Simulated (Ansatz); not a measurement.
Mulliken charges of CH3ClFGaO, SMILES `O[CH2][Ga]([F])[Cl]` from r2SCAN/def2-TZVPP in Ansatz (PBE0-D4/def2-TZVP geometry).

| atom | x (Å) | y (Å) | z (Å) | charge (e) |
| --- | --- | --- | --- | --- |
| O1 | -0.062 | 1.185 | 1.207 | -0.331 |
| C2 | -0.269 | -0.155 | 0.830 | -0.048 |
| Ga3 | 0.404 | -0.531 | -0.994 | 0.654 |
| F4 | 0.900 | -2.088 | -1.616 | -0.367 |
| Cl5 | 0.546 | 1.058 | -2.421 | -0.279 |
| H6 | -0.480 | 1.768 | 0.567 | 0.212 |
| H7 | -1.323 | -0.456 | 0.894 | 0.077 |
| H8 | 0.284 | -0.780 | 1.533 | 0.081 |

Task: By hand: the dipole of these point charges (1 e Å = 4.8032 D).

Result: Σ q r = (-0.366, 0.016, 0.492) e Å, of length 0.613 e Å = 2.94 D.

Task: How does the dipole of the full density compare? (Estimate.)

Result: Ansatz gave: (-0.356, 0.079, 0.348) e Å, 2.42 D; the point charges give 1.21 times that, at 12° from its direction.

Point charges leave out the atoms' own dipoles, such as those of lone pairs, and Mulliken's split depends on the basis, so the two needn't agree.
